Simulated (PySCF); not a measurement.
Q: Give a PBE0-D3(BJ)/def2-SVP geometry of TeBr2Me2, `C[Te](C)(Br)Br`.

A: 
```
atom  x, y, z in Å
Te1   -0.6997   -0.9323    0.0380
Br2   -0.4661   -0.8209    2.6966
Br3   -0.7614   -0.8095   -2.6305
C4     1.4261   -0.7914   -0.1370
H5     1.7620   -1.6944   -0.6619
H6     1.8352   -0.7267    0.8780
H7     1.6453    0.0969   -0.7413
C8    -1.1108    1.1620    0.1283
H9    -2.0786    1.2740    0.6331
H10   -1.1371    1.5359   -0.9017
H11   -0.3169    1.6209    0.7292
```

Orientation and origin are arbitrary. Atoms count from 1 in this order. Te1 (tellurium bonded to 2 Br and 2 C) is seesaw-shaped (angles from 86.2° to 173.8°).

Bonds between heavy atoms (Å): Te1–Br2 2.671, Te1–Br3 2.672, Te1–C4 2.138, Te1–C8 2.136.

Theory: PySCF, PBE0-D3(BJ)/def2-SVP geometry optimisation, gas phase, def2 core potentials past Kr.

Whether it is a minimum is left open (no frequencies).
